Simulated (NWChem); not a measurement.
System: CAgClO; SMILES [Ag]([Cl])<-[C-]#[O+]

Computed with NWChem. Coordinates come from a PBE-D3(BJ)/def2-SVP optimisation. def2 effective core potentials on Ag; no spin-orbit coupling. Vertical excitations in the gas phase; the lowest state need not have the same character in each row.

For level BHandHLYP/def2-SVP, TDA:

```
Quantity                         Result
-------------------------------  ------
lowest excitation, singlet (eV)    4.73
orbital gap (eV)                   6.83
```

Q: How do the values read with level B3LYP/def2-SVP, TDA instead?

A: 
| Item | Value |
|---|---|
| lowest excitation, singlet (eV) | 3.50 |
| orbital gap (eV) | 4.33 |
